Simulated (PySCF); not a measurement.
**Computed properties of SnOF2, SMILES [O]=[Sn]([F])[F]**

SnOF₂, SMILES [O]=[Sn]([F])[F]. Geometry optimised at B3LYP-D3(BJ)/def2-SVP. The def2 effective core potentials stand for the cores of Sn; spin–orbit coupling is left out. The values are those of a single conformer. All values are computed for the isolated molecule unless a solvent is named; none is compared with measurement here.

**Structure.** The optimised structure has C2v symmetry. All 6 harmonic modes at B3LYP-D3(BJ)/def2-SVP (PySCF) are real, so it is a minimum. With heavy atoms numbered as in [Sn:1](=[O:2])([F:3])[F:4], the shortest bond between them is Sn1–O2 at 1.845 Å and the longest Sn1–F4 at 1.928 Å.

**Vibrations.** The strongest infrared lines (harmonic, unscaled, degenerate partners summed) lie at 643 cm⁻¹ (68 km/mol, F 85 %, Sn 15 %), 145 cm⁻¹ (40 km/mol, O 59 %, F 25 %, Sn 16 %), 148 cm⁻¹ (36 km/mol, O 37 %, F 33 %, Sn 30 %). The softest mode is at 145 cm⁻¹ and the zero-point energy is 3.7 kcal/mol.

**Electronic structure.** B3LYP/def2-TZVPD (PySCF) places the frontier levels at -8.89 and -4.53 eV, a gap of 4.36 eV, and gives a dipole moment of 0.71 D and a mean polarisability of 41.4 bohr³. PBE/def2-TZVPD (PySCF) at the same geometry gives -7.46 and -5.11 eV, so its gap is 2.01 eV narrower. An orbital gap is neither the optical nor the fundamental gap.

**Excitations.** TDA-PBE0/def2-SVPD (PySCF) has S1 at 2.94 eV (422 nm, f = 0.013, weak); the most intense of the 10 singlets computed lies at 6.50 eV (f = 0.09). T1 (TDA) is at 2.15 eV, 0.79 eV under S1. TDA-PBE/def2-SVPD (PySCF) puts S1 at 2.67 eV.
